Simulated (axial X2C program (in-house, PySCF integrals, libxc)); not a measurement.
Nuclear properties of ZrO⁺

Computed with an axial X2C code built on PySCF integrals: two-component X2C with atomic mean-field Coulomb and Gaunt terms, Gaussian nuclei, basis Zr dyall-cv3z, O dyall-av3z with contracted cores.

R = 1.674 Å (near the PBE0 minimum at charge 1 of the determinant lowest at the starting distance; the state shown can have its own minimum elsewhere).

Input and command:
```json
{"zs": [40, 8], "q": 1, "bas": ["dyall-cv3z", "dyall-av3z"], "r0": 1.84, "levels": ["PBE0", "HF", "BP86", "TPSSh", "PBE"], "nst": 3}
```
```bash
python soeom.py task.json out
```

Keys: zs atomic numbers; q charge; bas basis sets; r0 starting distance in Å; levels methods; nst determinants followed.

Determinant lowest in the PBE0 search, Ω = 3/2 (⟨Sz⟩ = -0.50, ⟨Lz⟩ = 2.00 at PBE0), spin on the atoms Zr -0.55, O 0.05:

```tsv
level	Eeff magnitude (GV/cm)	Ws magnitude Zr (kHz)	A∥/gI Zr (MHz)	qzz Zr (a.u.)	A∥/gI O (MHz)	qzz O (a.u.)
PBE0	0.49	0.146	571	-0.83	3.14	-0.38
HF	0.92	0.274	631	0.02	8.63	-0.38
BP86	0.418	0.125	552	-1.20	3.47	-0.40
TPSSh	0.472	0.141	590	-0.97	3.84	-0.40
PBE	0.409	0.122	559	-1.17	4.06	-0.38
```

Determinant 0.09 eV from it at PBE0 and this distance, Ω = 5/2 (⟨Sz⟩ = 0.50, ⟨Lz⟩ = 2.00 at PBE0), spin on the atoms Zr 0.55, O -0.05:

```json
{"level": "PBE0", "Eeff magnitude (GV/cm)": "0.468", "Ws magnitude Zr (kHz)": "0.0855", "A∥/gI Zr (MHz)": "22.2", "qzz Zr (a.u.)": "-0.87", "A∥/gI O (MHz)": "-0.715", "qzz O (a.u.)": "-0.38"}
{"level": "HF", "Eeff magnitude (GV/cm)": "0.859", "Ws magnitude Zr (kHz)": "0.155", "A∥/gI Zr (MHz)": "-58.7", "qzz Zr (a.u.)": "0.00", "A∥/gI O (MHz)": "-14", "qzz O (a.u.)": "-0.38"}
{"level": "BP86", "Eeff magnitude (GV/cm)": "0.407", "Ws magnitude Zr (kHz)": "0.0749", "A∥/gI Zr (MHz)": "42.8", "qzz Zr (a.u.)": "-1.24", "A∥/gI O (MHz)": "1.61", "qzz O (a.u.)": "-0.40"}
{"level": "TPSSh", "Eeff magnitude (GV/cm)": "0.456", "Ws magnitude Zr (kHz)": "0.0837", "A∥/gI Zr (MHz)": "23.3", "qzz Zr (a.u.)": "-1.02", "A∥/gI O (MHz)": "0.475", "qzz O (a.u.)": "-0.40"}
{"level": "PBE", "Eeff magnitude (GV/cm)": "0.398", "Ws magnitude Zr (kHz)": "0.0729", "A∥/gI Zr (MHz)": "38.1", "qzz Zr (a.u.)": "-1.22", "A∥/gI O (MHz)": "1.24", "qzz O (a.u.)": "-0.38"}
```

Eeff is the effective electric field on the electron electric dipole moment in this Ω state and Ws the scalar–pseudoscalar constant of the nucleus named (defined with the proton number Z and per Ω); A∥ (defined per Ω) follows by multiplying with gI = μI/(I μN); qzz is the electric field gradient, eQq0 = 234.96 MHz × Q/barn × qzz. The operators were transformed with the bare-nucleus X2C matrices; with these basis sets, hyperfine constants and field gradients can be off by tens of per cent, and where levels differ in sign neither size nor sign is settled.

Q: With gI(91Zr) = -0.5214, Q(17O) = -0.02558 barn (g factors from the IAEA table of nuclear moments by Stone; Q from Pyykkö, Mol. Phys. 2018), turn the PBE0 values of the first state into constants in MHz.

A: A∥(91Zr) = 571 × -0.5214 = -298 MHz; eQq0(17O) = 234.96 × (-0.02558) × (-0.38) = 2.28 MHz.

Each state is one determinant with collinear spin. Unrestricted Hartree–Fock can overshoot spin polarisation at the nuclei. Where Eeff spreads by more than a factor of two the levels disagree and none is to be relied on. States lie within half an eV, so the first need not be the ground state. Further determinants of the search, some of them spin-mixed, are not shown. Where a field gradient or hyperfine factor spreads by more than a factor of two over the levels, a constant derived from it is not to be relied on. PBE0 term energies can be off by some tenths of an eV.
